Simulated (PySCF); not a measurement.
Magnetic shielding above rings: a mixed set.

Probes without a nucleus sit at each ring's centroid and 1 Å off its mean plane on both sides; NICS is minus the shielding there, NICSzz its component along the normal. Level: GIAO PBE0/pcSseg-1 (PySCF, non-relativistic, gas phase) on the GFN2-xTB geometries, one conformer each. Atom numbers follow the mapped SMILES.

**Question.** Order these rings by mean NICS(1)zz, lowest (most negative) first (ppm).
A. ring C3–C4–C5–P6–C7–C10 in `[CH2:1]=[CH:2][c:3]1[cH:4][cH:5][p:6][c:7]([CH:8]=[CH2:9])[c:10]1[CH3:11]`
B. ring P4–C5–C7 in `[N:1]#[C:2][CH2:3][P@H+:4]1[C:5]([F:6])=[C:7]1[SiH3:8]` (charge +1)
C. ring C2–C3–N4–N5–C6–C7 in `[Cl:1][c:2]1[cH:3][n:4][n:5][cH:6][c:7]1[CH:8]1[CH2:9][CH2:10]1`
D. ring C2–C3–P4–C5–C7 in `[F:1][c:2]1[cH:3][pH:4][c:5]([F:6])[c:7]1[SiH3:8]`
E. ring P3–C4–C5 in `[CH:1]#[C:2][P:3]1[CH:4]=[CH:5]1`
F. ring C3–C4–C5–C6–C7–C8 in `[CH:1]1=[C:2]([c:3]2[cH:4][cH:5][cH:6][cH:7][cH:8]2)[PH:9][CH2:10][CH2:11]1`
G. ring C5–C6–C7–C8–N9–C10 in `[O:1]=[P:2]([OH:3])([OH:4])[c:5]1[cH:6][cH:7][cH:8][n:9][cH:10]1`

**Answer.** G (-28.1), F (-26.8), C (-25.1), A (-23.2), B (-19.3), E (-18.3), D (-8.5).

```csv
SMILES,ring,NICS(0),NICS(1),NICS(1)zz,HOMA,rms pucker (Å),ring atoms with four or more neighbours
O=P(O)(O)c1cccnc1,6-membered ring with N; formal bonds all aromatic,-7.5,-11.3,-28.1,0.99,0.00,0
C1=C(c2ccccc2)PCC1,6-membered carbocycle; formal bonds all aromatic,-8.0,-10.8,-26.8,0.99,0.00,0
Clc1cnncc1C1CC1,6-membered ring with 2 N; formal bonds all aromatic,-5.8,-10.8,-25.1,0.97,0.00,0
C=Cc1ccpc(C=C)c1C,6-membered ring with P; formal bonds all aromatic,-6.7,-9.7,-23.2,0.90,0.02,0
N#CC[P@H+]1C(F)=C1[SiH3],"3-membered ring with P; formal bonds 1 double, 2 single",-42.3,-10.5,-19.3,–,0.00,1
C#CP1C=C1,"3-membered ring with P; formal bonds 1 double, 2 single",-25.1,-7.8,-18.3,-1.18,0.00,0
Fc1c[pH]c(F)c1[SiH3],5-membered ring with P; bonds drawn aromatic by RDKit's count,-6.7,-5.2,-8.5,0.02,0.04,0
```

NICS(0) gives another order. The isotropic NICS(1) gives another order. Over the 6 rings with a HOMA value its correlation coefficient with NICS(1)zz is -0.62. HOMA uses Krygowski's 1993 parameters; it is left out where a ring has a four-coordinate atom, a triple bond, no multiple bond or a kind of bond without parameters. NICS(1) and NICS(1)zz are means over the two faces.
